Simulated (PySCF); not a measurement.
Species: C₈H₆S₂.
InChI=1S/C8H6S2/c1-3-7(9-5-1)8-4-2-6-10-8/h1-6H

Torsions of this conformer, `[cH:1]1[cH:2][s:3][c:4](-[c:5]2[cH:6][cH:7][cH:8][s:9]2)[cH:10]1`: S3–C4–C5–C6 0°.

The closed-shell ground state was solved at several levels (PySCF, density fitting, gas phase, non-relativistic). One conformer (not necessarily the lowest) at the PBE0-D3(BJ)/def2-SVP geometry, without solvent, vibrations or thermal averaging. The dipole stays under 0.02 D at every level.

```tsv
level	basis functions	total energy (Eh)	HOMO (eV)	LUMO (eV)	gap (eV)
PBE0/pcSseg-1	214	-1104.1090	-6.03	-1.45	4.58
CAM-B3LYP/def2-SVPD	262	-1104.2110	-7.13	-0.49	6.64
```

(1) What might B3LYP/pcSseg-1 (214 basis functions) give for the same quantities?

(2) Over all these levels, which gives the widest orbital gap and which the narrowest?

Answers

(1) Total energy -1104.7899 Eh, HOMO -5.79 eV, LUMO -1.57 eV, gap 4.22 eV.

(2) CAM-B3LYP/def2-SVPD (range-separated hybrid) has the widest, 6.64 eV, and B3LYP/pcSseg-1 (global hybrid, 20 % exact exchange) the narrowest, 4.22 eV. Functional and basis both differ between the two, so the spread mixes both effects.
